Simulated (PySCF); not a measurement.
H9OPSi3.
Z-matrix (Å and degrees, PBE0-D3(BJ)/def2-SVP geometry), rows numbered from 1:
```
Si
Si  1  2.3478
O   2  1.6688  1  110.29
Si  3  1.6600  2  139.90  1    71.13
P   4  2.2659  3  108.44  2     9.30
H   1  1.4966  2  109.84  3  -176.59
H   1  1.4953  2  109.83  3   -56.68
H   1  1.4957  2  110.45  3    63.39
H   2  1.4922  1  110.97  3  -119.38
H   2  1.4990  1  109.65  3   120.99
H   4  1.4913  3  108.43  2   133.09
H   4  1.4933  3  110.06  2  -107.60
H   5  1.4287  4   94.40  3    83.11
H   5  1.4294  4   92.88  3   177.37
```

The closed-shell ground state was solved at several levels (PySCF, density fitting, gas phase, non-relativistic).

```tsv
level	basis functions	HOMO (eV)	LUMO (eV)	gap (eV)	dipole (D)
PBE0/pcSseg-1	158	-7.63	-0.56	7.07	0.86
HF/pcSseg-2	334	-10.13	2.32	12.45	0.63
```

Q: Estimate the row for wB97X-D/def2-SVPD, a basis of 191 functions; the other rows only guide the guess.

A: HOMO -9.39 eV, LUMO 1.10 eV, gap 10.49 eV, dipole 0.60 D.

Q: Over all these levels, which gives the widest orbital gap and which the narrowest?

A: HF/pcSseg-2 (Hartree–Fock, all exact exchange) has the widest, 12.45 eV, and PBE0/pcSseg-1 (global hybrid, 25 % exact exchange) the narrowest, 7.07 eV. Functional and basis both differ between the two, so the spread mixes both effects. The HOMO need not be the same orbital at Hartree–Fock and at DFT levels.

Q: How far do the dipole and the HOMO energy spread over the levels?

A: The dipole runs from 0.60 to 0.86 D (mean 0.70 D) and the HOMO from -10.13 to -7.63 eV.

One conformer stands for the species.
